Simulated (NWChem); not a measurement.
Molecule: SeIBr; SMILES Br[Se]I

```xyz
3

Se     1.0461     0.4550     0.0000
Br    -0.5845     2.1082     0.0000
I     -0.2851    -1.6840     0.0000
```
Atoms are numbered in this order, from 1.

All runs: NWChem. Medium grid unless said otherwise, to which SCAN and Minnesota functionals are sensitive. Coordinates come from a PBE0/def2-SVP optimisation. def2 effective core potentials on I; no spin-orbit coupling. Total energies of different functionals are on different scales.

```json
[
 {"level": "B3LYP/def2-SVP", "energy (Ha)": "-5272.9786", "highest occupied level (eV)": "[?]", "orbital gap (eV)": "[?]", "dipole (D)": "0.58"},
 {"level": "PBE/def2-SVP", "energy (Ha)": "-5272.0724", "highest occupied level (eV)": "-5.48", "orbital gap (eV)": "1.52", "dipole (D)": "0.51"},
 {"level": "TPSS/def2-SVP", "energy (Ha)": "-5272.5638", "highest occupied level (eV)": "-5.65", "orbital gap (eV)": "1.68", "dipole (D)": "0.56"},
 {"level": "PBE0/def2-SVP", "energy (Ha)": "-5272.2559", "highest occupied level (eV)": "-6.72", "orbital gap (eV)": "3.46", "dipole (D)": "0.59"},
 {"level": "PW6B95/def2-SVP", "energy (Ha)": "-5275.2253", "highest occupied level (eV)": "-6.74", "orbital gap (eV)": "3.60", "dipole (D)": "0.61"},
 {"level": "B97-D/def2-SVP", "energy (Ha)": "-5275.8822", "highest occupied level (eV)": "-5.47", "orbital gap (eV)": "1.52", "dipole (D)": "0.55"},
 {"level": "OLYP/def2-SVP", "energy (Ha)": "-5274.5211", "highest occupied level (eV)": "-5.32", "orbital gap (eV)": "1.60", "dipole (D)": "0.56"},
 {"level": "LDA (Slater exchange, PW92)/def2-SVP", "energy (Ha)": "-5265.4298", "highest occupied level (eV)": "-5.60", "orbital gap (eV)": "1.41", "dipole (D)": "0.49"},
 {"level": "TPSSh/def2-SVP", "energy (Ha)": "-5272.5884", "highest occupied level (eV)": "-6.13", "orbital gap (eV)": "2.44", "dipole (D)": "0.59"},
 {"level": "M06/def2-SVP", "energy (Ha)": "-5272.7090", "highest occupied level (eV)": "-6.75", "orbital gap (eV)": "3.71", "dipole (D)": "0.70"},
 {"level": "BP86/def2-SVP", "energy (Ha)": "-5273.5105", "highest occupied level (eV)": "-5.61", "orbital gap (eV)": "1.50", "dipole (D)": "0.51"}
]
```

Q: Complete the blanks.

A: 
- B3LYP/def2-SVP, highest occupied level (eV): -6.40
- B3LYP/def2-SVP, orbital gap (eV): 3.02
